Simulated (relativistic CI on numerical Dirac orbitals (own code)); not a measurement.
## Hyperfine structure of Zr¹⁴⁺, mass number 91

Method of calculation: Dirac-Coulomb-Breit CI, KLI orbitals optimised for each configuration, model QED, unscaled Slater integrals (own radial code, finite nucleus).

Configuration list (outside the closed core [Ne]): 3s2.3p6.3d8, 3s2.3p5.3d9, 3s2.3p4.3d10, 3s.3p6.3d9, 3s2.3p6.3d7.4s, 3p6.3d10, 3s2.3p6.3d7.4p, 3s.3p5.3d10, 3s2.3p6.3d7.4d, 3s2.3p6.3d6.4s2, 3s2.3p6.3d7.4f, 3s2.3p6.3d6.4s.4p, 3s2.3p5.3d8.4s, 3s2.3p6.3d7.5s, 3s2.3p6.3d6.4p2, 3s2.3p6.3d7.5p. Levels of other configurations are missing.

Nuclear spin I = 5/2, μ = -1.3022 μN, Q = -0.176 b (tables of Stone and Pyykkö). The electronic factors are computed for point nuclear moments, without core polarisation or the Bohr-Weisskopf and QED corrections.

```csv
Level,E (cm⁻¹),A (MHz),B (MHz)
3s2.3p6.3d8 3F_4,0,-1720,605
3s2.3p6.3d8 3F_3,17892,-2382,429
3s2.3p6.3d8 3F_2,22598,-2641,25.9
3s2.3p6.3d8 3P_1,61888,72.1,416
3s2.3p6.3d8 1G_4,75302,-2566,2360
3s2.3p5.3d9 3F°_4,1164232,-4478,7000
3s2.3p5.3d9 1D°_2,1184737,-3868,-3170
3s2.3p5.3d9 3F°_3,1207935,-6757,6350
```

Levels with J = 0, under 50 % of one LS term, or S terms without an open s electron are left out. Small factors come from cancelling terms and can be off by tens of per cent or more.

At this charge energies of transitions that change n are usually good to better than 1 %, and those within a shell (Δn = 0) to a few per cent. Terms inside the open d or f shell come out 10 to 20 % too wide with unscaled integrals.

Problem. Give the hyperfine levels of 3s2.3p6.3d8 3F_4 relative to its centre of gravity.

Solution. With K = F(F + 1) − I(I + 1) − J(J + 1), E = AK/2 + B[¾K(K + 1) − I(I + 1)J(J + 1)]/[2I(2I − 1)J(2J − 1)]: F = 3/2: 21790, F = 5/2: 17320, F = 7/2: 11110, F = 9/2: 3260, F = 11/2: -6162, F = 13/2: -17050 MHz.

LS names give the leading component of a level, which can be under half, so a name can repeat, a term be missing and a line seem to break the LS rules.
